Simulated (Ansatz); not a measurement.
BH4NSSi, SMILES `SB1N[SiH2]1`, relaxed with RKS PBE-D4/def2-SVP in Ansatz 0.2.0 from a rough embedded geometry. The force threshold is 0.03 eV/Å; the program also tests the step.

The species carries charge 0 and has multiplicity 1.

Start:

```xyz
8

S    -1.872    0.858   -1.322
B    -0.353    0.515   -0.373
N     1.148    0.465   -0.264
Si    0.654   -0.211    1.175
H    -1.962   -0.416   -1.888
H     1.475   -0.335   -0.889
H     0.466    0.776    2.309
H     0.445   -1.653    1.252
```

| step | energy (eV) | largest force (eV/Å) | largest move (Å) |
| --- | --- | --- | --- |
| 1 | -20923.7525 | 4.576 | 0.000 |
| 2 | -20924.7712 | 2.746 | 0.198 |
| 3 | -20925.4700 | 1.511 | 0.195 |
| 4 | -20925.7472 | 1.471 | 0.198 |
| 5 | -20925.9194 | 0.261 | 0.200 |
| 6 | -20926.0051 | 0.655 | 0.197 |
| 7 | -20926.0722 | 0.808 | 0.200 |
| 8 | -20926.1280 | 1.339 | 0.194 |
| 9 | -20926.2141 | 0.548 | 0.200 |
| 10 | -20926.2316 | 0.181 | 0.200 |
| 11 | -20926.2325 | 0.274 | 0.061 |
| 12 | -20926.2343 | 0.067 | 0.032 |
| 13 | -20926.2346 | 0.014 | 0.012 |

End:

```xyz
8

S    -2.080    0.485   -1.278
B    -0.635    0.137   -0.275
N     0.738   -0.092   -0.388
Si    0.368   -0.193    1.361
H    -1.445    0.487   -2.489
H     1.452   -0.148   -1.120
H     1.010    0.870    2.210
H     0.594   -1.546    1.979
```

Run time 15 s (2 threads of an Intel Xeon Platinum 8488C on a shared host); peak host memory 0.17 GiB.
